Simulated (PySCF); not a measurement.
Level of theory: B3LYP-D3(BJ)/def2-TZVP run with PySCF. Isolated molecules, 0 K electronic values unless said otherwise. B3LYP has the VWN-RPA correlation part, as in Gaussian. 

Reference species (SMILES): `[SiH](=B)C` (neutral, multiplicity 1).

| Quantity | Result |
|---|---|
| LUMO | -2.76 eV |
| dipole moment | 1.16 D |

Changed species: `C=B[SiH3]`.

Q: What does the change do to the LUMO and dipole moment?

A: the LUMO goes up by 0.63 eV, to -2.13 eV; the dipole moment decreases by 0.75 D, to 0.41 D.
